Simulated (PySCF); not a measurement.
## C₆ coefficients of unlike pairs at HSE06

Calculated with PySCF 2.14 from the dipole response of each species, C₆(A,B) = (3/π) ∫ α_A(iu) α_B(iu) du, in atomic units, from isotropic polarisabilities. For ions this is the dispersion term alone; charge-induced terms of lower order in 1/R come first.

```csv
species,configuration,basis,relativity,α (bohr³),C₆ (like pair)
Mg²⁺,[Ne] (1S),dyall-acv3z (20s13p7d4f),none,0.4997,0.6029
Ir²⁺,[Xe] 4f14 5d7 (4F),aug-cc-pwCVTZ-PP with ECP60MDF (8s8p7d4f3g),core potential,10.31,66.32
Cs⁺,[Xe] (1S),aug-cc-pVTZ-X2C (9s8p6d3f),spin-free X2C,15.77,130.4
```

Estimate C₆ for Cs⁺ with Mg²⁺.

The integral gives 6.928. The combination rule 2 C_A C_B / (C_A α_B/α_A + C_B α_A/α_B) gives 6.790 and the geometric mean 8.867.

No spin-orbit coupling is included.

The other pairs:

```tsv
pair	C₆
Ir²⁺, Mg²⁺	5.452
Cs⁺, Ir²⁺	91.91
```
